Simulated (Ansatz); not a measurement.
Computed with Ansatz.

A structure relaxed at PBE0-D4/def2-TZVP, charge 0, multiplicity 1:

```
atom   x (Å)   y (Å)   z (Å)
  O1  -0.384  -1.528  -1.916
 Ge2  -0.792  -0.910  -0.286
 Ge3   0.970   0.589   0.500
  O4   0.406   1.487   1.943
  H5  -0.397  -0.839  -2.584
  H6  -0.930  -2.179   0.566
  H7  -2.146  -0.162  -0.343
  H8   2.219  -0.153   0.993
  H9   1.355   1.593  -0.613
 H10  -0.302   2.103   1.740
```

Question: Give its formula and SMILES.

Answer: Ge2H6O2, `[OH][GeH2][GeH2][OH]`.

Question: Point group (tolerance 0.08 Å, 0.16 Å for H)?

Answer: C2.

Question: Summarise the bond lengths by kind.

Answer: 2 × Ge–O 1.791 Å; 2 × H–O 0.960 Å; 1 × Ge–Ge 2.444 Å; 4 × Ge–H 1.534 to 1.547 Å.
